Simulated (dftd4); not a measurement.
C6H13O3 (SMILES COC[CH]OCCOC), doublet, geometry from GFN2-xTB; D4 for bp86 (dftd4).

The dftd4 input:
```
$ dftd4 mol.xyz --func bp86 --charge 0 --json dftd4.json --noedisp

# file mol.xyz
22

C      3.36064233     1.13411996     0.15655927
O      2.62953146     0.11588340     0.78942330
C      2.22133277    -0.94172670    -0.09804301
C      1.25314828    -0.53894923    -1.14089440
O      0.00129196    -0.06426956    -0.88193957
C     -0.48688719    -0.17092261     0.43625535
C     -1.86297788     0.48259182     0.49499214
O     -2.83009356    -0.44972084     0.07609765
C     -4.12156186     0.09347466     0.00147380
H      4.26124644     0.73273269    -0.32464664
H      3.64877088     1.83563462     0.93738071
H      2.75890333     1.65451577    -0.59736372
H      3.10977918    -1.36258816    -0.58736420
H      1.80054811    -1.68820087     0.58400122
H      1.56855606    -0.28421466    -2.13716396
H      0.20109800     0.32322106     1.13334684
H     -0.59097708    -1.22575139     0.72067255
H     -1.87143081     1.36632226    -0.15998179
H     -2.07479961     0.80865985     1.52579531
H     -4.45427923     0.46529645     0.97939490
H     -4.16687391     0.91790725    -0.72102446
H     -4.77855904    -0.71020645    -0.32375694
```

The log (banner, timings and long lists left out):

```
                    ____  _____ _____     ____  _  _
      -------------|  _ \|  ___|_   _|---|  _ \| || |------------
     |             | | | | |_    | | ___ | | | | || |_           |
     |             | |_| |  _|   | ||___|| |_| |__   _|          |
     |             |____/|_|     |_|     |____/   |_|            |
     |             ===================================           |
     |            E. Caldeweyher, S. Ehlert & S. Grimme          |
     |          Mulliken Center for Theoretical Chemistry        |
     |                    University of Bonn                     |
      -----------------------------------------------------------

Rational (Becke-Johnson) damping: bp86-D4-ATM
---------------------
  s6         1.0000
  s8         3.3550
  s9         1.0000
  a1         0.4365
  a2         4.9241
 alp        16.0000
--------------------

Dispersion energy:      -2.1270805128739E-02 Eh

[Info] JSON dump of results written to 'dftd4.json'
```
